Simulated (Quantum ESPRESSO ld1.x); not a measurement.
Results of a calculation; reference values are marked as such.
ld1.x (Quantum ESPRESSO 7.5) input

```
 &input
    atom='Te',
    iswitch=1,
    rel=0,
    lsd=1,
    dft='SLA-VWN',
    config='[Ar] 3d10 4s1',
    prefix='ld1',
    max_out_wfc=37,
    file_charge='ld1.rho',
 /
```

Command: `OMP_NUM_THREADS=1 ld1.x < ld1.in > ld1.out`

Output:

```
     Program LD1 v.7.5 starts

     --------------------------- All-electron run ----------------------------

     atomic number is 52.00
     dft =SLA-VWN   lsd =1 sic =0 latt =0  beta=0.20 tr2=1.0E-14
     Exchange-correlation= SLA-VWN
                           (   1   2   0   0   0   0   0)
     mesh =1945 r(mesh) =  99.55958 a.u. xmin = -7.00 dx = 0.00800
     1 Ry =  13.60569312 eV

     n l     nl                  e(Ry)          e(Ha)          e(eV)
     1 0     1S 1( 1.00)     -2284.1430     -1142.0715    -31077.3490
     2 0     2S 1( 1.00)      -385.2182      -192.6091     -5241.1612
     2 1     2P 1( 3.00)      -365.0613      -182.5306     -4966.9119
     3 0     3S 1( 1.00)      -114.5080       -57.2540     -1557.9604
     3 1     3P 1( 3.00)      -106.0920       -53.0460     -1443.4556
     3 2     3D 1( 5.00)       -90.5707       -45.2853     -1232.2771
     4 0     4S 1( 1.00)       -52.4424       -26.2212      -713.5157
     1 0     1S 2( 1.00)     -2284.0998     -1142.0499    -31076.7606
     2 0     2S 2( 1.00)      -385.1890      -192.5945     -5240.7634
     2 1     2P 2( 3.00)      -365.0321      -182.5160     -4966.5142
     3 0     3S 2( 1.00)      -114.4511       -57.2255     -1557.1864
     3 1     3P 2( 3.00)      -106.0356       -53.0178     -1442.6876
     3 2     3D 2( 5.00)       -90.5201       -45.2600     -1231.5884
     4 0     4S 2( 0.00)       -52.0257       -26.0129      -707.8458

     final scf error:  1.5E-15 reached in  17 iterations

     Etot =  -12738.157866 Ry,   -6369.078933 Ha, -173311.466872 eV
     Total magnetization:    1.00 Bohr mag.

     Ekin =   12733.147241 Ry,    6366.573620 Ha,  173243.293850 eV
     Encl =  -28666.724584 Ry,  -14333.362292 Ha, -390030.657530 eV
     Eh   =    3478.769265 Ry,    1739.384632 Ha,   47331.067059 eV
     Exc  =    -283.349787 Ry,    -141.674894 Ha,   -3855.170252 eV

     normalization and overlap integrals

     s(1S/1S) =  1.000000  <r> =   0.0293  <r2> =    0.0011  r(max) =   0.0194
     s(1S/2S) = -0.000000
     s(1S/3S) =  0.000000
     s(1S/4S) =  0.000000
     s(2S/2S) =  1.000000  <r> =   0.1259  <r2> =    0.0186  r(max) =   0.1074
     s(2S/3S) =  0.000000
     s(2S/4S) =  0.000000
     s(2P/2P) =  1.000000  <r> =   0.1072  <r2> =    0.0140  r(max) =   0.0838
     s(2P/3P) = -0.000000
     s(3S/3S) =  1.000000  <r> =   0.3309  <r2> =    0.1247  r(max) =   0.3038
     s(3S/4S) =  0.000000
     s(3P/3P) =  1.000000  <r> =   0.3203  <r2> =    0.1185  r(max) =   0.2896
     s(3D/3D) =  1.000000  <r> =   0.2889  <r2> =    0.0981  r(max) =   0.2352
     s(4S/4S) =  1.000000  <r> =   0.6831  <r2> =    0.5231  r(max) =   0.6655
     s(1S/1S) =  1.000000  <r> =   0.0293  <r2> =    0.0011  r(max) =   0.0194
     s(1S/2S) = -0.000000
     s(1S/3S) =  0.000000
     s(1S/4S) =  0.000000
     s(2S/2S) =  1.000000  <r> =   0.1259  <r2> =    0.0186  r(max) =   0.1074
     s(2S/3S) = -0.000000
     s(2S/4S) = -0.000000
     s(2P/2P) =  1.000000  <r> =   0.1072  <r2> =    0.0140  r(max) =   0.0838
     s(2P/3P) =  0.000000
     s(3S/3S) =  1.000000  <r> =   0.3307  <r2> =    0.1245  r(max) =   0.3038
     s(3S/4S) = -0.000000
     s(3P/3P) =  1.000000  <r> =   0.3201  <r2> =    0.1183  r(max) =   0.2896
     s(3D/3D) =  1.000000  <r> =   0.2886  <r2> =    0.0978  r(max) =   0.2352
     s(4S/4S) =  1.000000  <r> =   0.6823  <r2> =    0.5222  r(max) =   0.6655

     ------------------------ End of All-electron run ------------------------
```

Run on one thread of a shared host, so times are rough (Intel(R) Xeon(R) Processor @ 2.60GHz): 0.63 s of CPU time, 0.67 s wall, 17 iterations on 1945 mesh points.
